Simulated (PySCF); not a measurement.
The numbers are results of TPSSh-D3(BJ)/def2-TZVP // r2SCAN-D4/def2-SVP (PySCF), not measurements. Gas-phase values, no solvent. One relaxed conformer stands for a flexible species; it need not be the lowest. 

Reference species: [Ta(F)4(OH)] (neutral, multiplicity 1).

- HOMO = -9.65 eV
- HOMO–LUMO gap = 7.41 eV
- charge on the central atom (Mulliken) = 1.72 e
- coordination number = 5

Changed species: [Ta(F)(OH)4] (4 of 5 F replaced by OH; the reference has 1 of 5 F replaced by OH).

What does the change do to the HOMO, HOMO–LUMO gap, charge on the central atom (Mulliken) and coordination number?

the HOMO rises by 1.34 eV, to -8.31 eV; the HOMO–LUMO gap falls by 0.57 eV, to 6.84 eV; the charge on the central atom (Mulliken) decreases by 0.12 e, to 1.60 e; the coordination number hardly moves.
